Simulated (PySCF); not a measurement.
## Working out the ionisation energy of Pm

Pm [Xe] 4f5 6s2 (high-spin determinant) → Pm⁺ [Xe] 4f5 6s1 (high-spin determinant). Computed with PySCF 2.14 in cc-pVDZ-X2C (8s7p5d3f1g, 84 functions), with scalar relativity by spin-free X2C-1e. Frozen: [Kr] 4d10. Energies in hartree (1 hartree = 27.21139 eV):

```json
{"part": "UHF", "Pm (lower)": "-10016.118751", "Pm⁺ (upper)": "-10015.951828"}
{"part": "CCSD correlation", "Pm (lower)": "-0.396789", "Pm⁺ (upper)": "-0.365248"}
{"part": "(T)", "Pm (lower)": "-0.017101", "Pm⁺ (upper)": "-0.013671"}
```

Question: What does Hartree-Fock give?

Answer: (-10015.951828) − (-10016.118751) = 0.166923 hartree = 4.542 eV.

Question: What do CCSD and CCSD(T) give?

Answer: The CCSD correlation energies differ by 0.031541 hartree = 0.858 eV and the triples by 0.003430 hartree = 0.093 eV, so CCSD gives 5.400 eV and CCSD(T) 5.493 eV.

A first-order spin-orbit estimate adds 0.000 eV to CCSD(T) (valence), giving 5.493 eV against 5.582 eV (measured; NIST Atomic Spectra Database, ionization energies).

One determinant mixes LS terms, so it does not stand for a single term.

A double-zeta basis recovers only part of the correlation energy.

What remains against the reference includes basis incompleteness, the frozen core and higher excitations.
